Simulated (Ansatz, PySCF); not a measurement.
C3H10OSeSi (SMILES CC(C)[Se]O[SiH3]), singlet, at a GFN2-xTB geometry, with bond 5-2 at 1.8 times its length. Base run: CASSCF(2,3)/STO-3G (PySCF).

Here is a job for PySCF.
```python
from pyscf import gto, scf, mcscf
import numpy

mol = gto.M(
    atom='''
Se    0.14292043   -0.04679531    0.97089339
C    -0.76303110   -1.24222462   -0.33910612
C    -1.56325169   -2.27162819    0.44110015
C     0.26163487   -1.87306417   -1.26132415
H    -1.96877147   -0.06509527   -1.36124805
H    -2.10150190   -2.92143864   -0.24713188
H    -0.90177525   -2.88769181    1.04922061
H    -2.28545006   -1.78862617    1.09754762
H     0.87541957   -1.10425278   -1.72641230
H    -0.23612878   -2.44048697   -2.04670204
H     0.91161344   -2.54515810   -0.70411933
O     0.92447545    1.07800888   -0.23459426
Si    0.33363914    2.27415164   -1.17112136
H    -0.61930514    1.73707773   -2.15046707
H     1.58998178    2.69312048   -1.77693866
H    -0.33812551    3.29606866   -0.36997558
''',
    basis='sto-3g',
    verbose=4,
)

mf = scf.RHF(mol)
mf.kernel()
mc = mcscf.CASSCF(mf, 3, 2)
mc.fix_spin_(ss=0.0)
mc.kernel()
occ = numpy.linalg.eigvalsh(mc.fcisolver.make_rdm1(mc.ci, mc.ncas, mc.nelecas))[::-1]
ss = mc.fcisolver.spin_square(mc.ci, mc.ncas, mc.nelecas)[0]
print('natural occupations', occ.round(4), ' <S^2>', round(ss, 4))
```

Programs used: Ansatz (a first-principles code), PySCF; a row that names a program was run with it.

Each row names what was changed in the base input (with any setting that the change needs).

```json
[
 {"change": "base", "ΔE vs base (mEh)": "0.000", "natural occupations": "1.71 0.29 0.00", "<S^2> of the state": "0.00", "outcome": "converged"},
 {"change": "fix_spin_ = off", "ΔE vs base (mEh)": "0.000", "natural occupations": "1.71 0.29 0.00", "<S^2> of the state": "0.00", "outcome": "converged"},
 {"change": "active space = 10 electrons, 8 orbitals", "ΔE vs base (mEh)": "-55.557", "natural occupations": "2.00 1.99 1.96 1.95 1.72 0.28 0.06 0.05", "<S^2> of the state": "0.00", "outcome": "converged"},
 {"change": "correction = SC-NEVPT2", "ΔE vs base (mEh)": "-248.4", "natural occupations": "1.71 0.29 0.00", "<S^2> of the state": "0.00", "outcome": "converged"},
 {"change": "code = ansatz", "ΔE vs base (mEh)": "0.035", "natural occupations": "-", "<S^2> of the state": "-", "outcome": "converged"},
 {"change": "code = ansatz; correction = SC-NEVPT2, all electrons", "ΔE vs base (mEh)": "-248.4", "natural occupations": "-", "<S^2> of the state": "-", "outcome": "converged"},
 {"change": "active space = 6 electrons, 4 orbitals", "ΔE vs base (mEh)": "-0.250", "natural occupations": "2.00 2.00 1.71 0.29", "<S^2> of the state": "0.00", "outcome": "converged"},
 {"change": "conv_tol = 1e-5", "ΔE vs base (mEh)": "0.043", "natural occupations": "1.71 0.29 0.00", "<S^2> of the state": "0.00", "outcome": "converged"},
 {"change": "active space = 6 electrons, 8 orbitals", "ΔE vs base (mEh)": "-", "natural occupations": "-", "<S^2> of the state": "-", "outcome": "not converged"},
 {"change": "active space = 8 electrons, 9 orbitals", "ΔE vs base (mEh)": "-71.499", "natural occupations": "1.98 1.96 1.95 1.72 0.28 0.05 0.04 0.02 0.00", "<S^2> of the state": "0.00", "outcome": "converged"},
 {"change": "orbitals = fixed (CASCI); correction = SC-NEVPT2", "ΔE vs base (mEh)": "-218.0", "natural occupations": "1.99 0.01 0.00", "<S^2> of the state": "0.00", "outcome": "converged"}
]
```

Active orbitals are taken around the Fermi level unless the row says otherwise; CASSCF can end in different local minima, and two programs can end on different orbitals. State-averaged rows give the lowest state.

Ansatz warned in this series: the state or the total is in doubt.
